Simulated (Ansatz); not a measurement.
```xyz
10

Se   -0.248   -0.025   -2.682
Si    0.645    0.324   -0.629
C     0.025   -0.769    0.787
Si   -0.731    0.956    1.028
H     0.541   -1.241   -2.936
H     2.099    0.614   -0.624
H     0.766   -1.091    1.518
H    -0.660   -1.574    0.530
H    -2.191    1.075    0.814
H    -0.246    1.731    2.194
```

Charge 0, multiplicity 1.

Question: List the PBE/def2-TZVPP orbital energies in eV (the Gaussian-basis code of Ansatz). (Best estimate.)

Answer: The calculation gave: Occupied: -12302.35, -1780.05, -1779.65, -1562.33, -1403.12, -1403.09, -1403.03, -268.83, -205.32, -150.66, -150.57, -150.38, -137.75, -137.42, -94.53, -94.46, -94.46, -94.16, -94.15, -94.13, -53.77, -53.76, -53.61, -53.54, -53.51, -17.92, -17.26, -13.05, -11.91, -10.60, -9.80, -9.57, -8.53, -7.96, -6.96, -5.93, -5.83. Lowest empty: -1.34, -1.07, -0.85, -0.37, -0.13, 0.66, 1.08, 1.89.
